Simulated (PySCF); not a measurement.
**Exercise with solution: chemical shift, span and skew from a shielding tensor**

ClH3S2Si, SMILES S[SiH](S)Cl. Atoms are numbered in the order given.

```xyz
7

Si     0.1973     0.0994    -0.4791
S     -0.9470     1.7095     0.3720
S     -0.9637    -1.6897    -0.7252
Cl     1.7939    -0.1170     0.8339
H      0.7431     0.3762    -1.8446
H     -1.9693     1.5467    -0.5169
H     -1.4608    -1.6421     0.5438
```
Charge 0, spin multiplicity 1.

Geometry: PBE-D3(BJ)/def2-SVP. One conformer was computed; it need not be the lowest.

GIAO shieldings from PBE0/pcSseg-1 (PySCF), non-relativistic, no solvent. The symmetric part of the tensor of Si1 has the principal values 245.2, 333.4, 374.9 ppm. The same nucleus in TMS has σ = 352.7 ppm at this level (PySCF, at its B3LYP-D3(BJ)/def2-TZVP geometry). Without spin–orbit terms, shifts of atoms bonded to Cl or Br come out too high.

Work out the isotropic shielding, the ²⁹Si shift against TMS, the span and the skew.


σ(iso) = (σ11 + σ22 + σ33)/3 = 317.8 ppm. δ = σ(ref) − σ(iso) = 352.7 − (317.8) = 34.9 ppm.
Span Ω = σ33 − σ11 = 129.7 ppm. Skew κ = 3(σ(iso) − σ22)/Ω = -0.36. Tumbling in solution averages the tensor to δ; in a static solid the shielding alone would spread this spin-1/2 line over Ω.
